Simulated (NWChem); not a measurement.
C$_{2}$H$_{5}$FOSi; SMILES F[Si@H]1CCO1

```xyz
10

F      0.0321    -1.8147    -0.5520
Si     0.0243    -0.5351     0.4417
C      1.1377     0.8839    -0.0499
C     -0.2120     1.5931    -0.3166
O     -1.1658     0.5800     0.0698
H     -0.0331    -1.1055     1.8094
H      1.7451     1.3419     0.7435
H      1.7625     0.7292    -0.9405
H     -0.3608     1.8663    -1.3742
H     -0.3582     2.4961     0.2980
```
Atoms are numbered in this order, from 1.

Computed with NWChem. Geometry: optimised at PBE0/def2-SVP. Level: PBE/def2-SVP with SMD (1 M gas to 1 M solution), gas-phase geometry. Reactions with the solvent are ignored.

```json
[
 {"solvent": "water", "dielectric constant": "78.4", "solvation free energy (kcal/mol)": "-1.9", "cavity-dispersion-structure term (kcal/mol)": "2.8", "dipole in solution (D)": "2.94"},
 {"solvent": "chloroform", "dielectric constant": "4.71", "solvation free energy (kcal/mol)": "-3.5", "cavity-dispersion-structure term (kcal/mol)": "-0.7", "dipole in solution (D)": "2.69"},
 {"solvent": "chlorobenzene", "dielectric constant": "5.70", "solvation free energy (kcal/mol)": "-3.5", "cavity-dispersion-structure term (kcal/mol)": "-0.8", "dipole in solution (D)": "2.68"},
 {"solvent": "acetonitrile", "dielectric constant": "35.7", "solvation free energy (kcal/mol)": "-3.5", "cavity-dispersion-structure term (kcal/mol)": "-0.2", "dipole in solution (D)": "2.80"}
]
```
